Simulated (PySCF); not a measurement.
# Electronic structure of Lu⁺ (lutetium, charge +1) at the UHF level

Configuration: [Xe] 4f14 5d1 6s1, high-spin 3D determinant (an excited configuration). All numbers are calculated (PySCF 2.14, the spin-free X2C one-electron Hamiltonian (Gaussian nucleus), in x2c-QZVPPall (16s10p9d6f2g, 151 functions)).

```
Total energy                                                  : -14558.289540 hartree
One-electron energy                                           : -19981.4905 hartree
Hartree (Coulomb) energy                                      : 5723.4327 hartree
Exchange energy                                               : -300.2318 hartree
⟨S²⟩                                                          : 2.0036
⟨L²⟩                                                          : 6.026
Sum of ⟨r⟩                                                    : 40.37 bohr
Sum of ⟨r²⟩                                                   : 53.50 bohr²
Traceless quadrupole moment −½Σ⟨3z² − r²⟩ along its main axis : 2.11 e·bohr²
Langevin diamagnetic susceptibility                           : -42.4 ×10⁻⁶ cm³/mol
```

```csv
shell,electrons,mean orbital energy (hartree),spread (hartree),"rms radius, mean of both spins (bohr)"
1s α,1,-2339.07904,0,0.0219
1s β,1,-2339.07814,0,0.0219
2s α,1,-403.28539,0,0.0884
2s β,1,-403.28264,0,0.0884
2p α,3,-355.56474,0.00013,0.0801
2p β,3,-355.56293,0.00182,0.0801
3s α,1,-93.71190,0,0.227
3s β,1,-93.71123,0,0.227
3p β,3,-79.06223,0.00332,0.228
3p α,3,-79.06158,0.00335,0.228
3d α,5,-60.97037,0.00409,0.208
3d β,5,-60.97014,0.00317,0.208
4s α,1,-19.92485,0,0.509
4s β,1,-19.92229,0,0.509
4p α,3,-15.00849,0.00598,0.541
4p β,3,-15.00814,0.00811,0.541
4d α,5,-8.39055,0.01095,0.592
4d β,5,-8.38939,0.00961,0.592
5s α,1,-2.95258,0,1.27
5s β,1,-2.92108,0,1.27
5p α,3,-1.69958,0.01727,1.50
5p β,3,-1.65562,0.03408,1.50
4f α,7,-1.06080,0.00797,0.798
4f β,7,-1.05958,0.01090,0.798
6s α,1,-0.46163,0,3.71
5d α,1,-0.44286,0,2.72
```

Spin-orbit coupling, absent here, splits the open shell strongly.

Densities and radii are taken from the X2C orbitals without a picture-change correction, which distorts them close to the nucleus.

Spin-orbit constants ζ (cm⁻¹) from the X2C one-electron operator on these orbitals: bare nucleus, nucleus screened by l(l+1)(2l+1)/3 electrons, and screened by the Breit-Pauli mean field of the electrons.

```csv
shell,bare,screened nucleus,mean field
2p,5693000,5532000,n/a
3p,1226000,1191000,n/a
3d,192200,165100,n/a
4p,272200,264500,n/a
4d,36400,31270,n/a
4f,5736,3474,n/a
5p,31500,30610,n/a
5d,1387,1192,n/a
```

To first order the Landé constant is A = 595.9 cm⁻¹, so the lowest level has J = 1 and lies 0.222 eV below the centre of the term. This holds in LS coupling only.
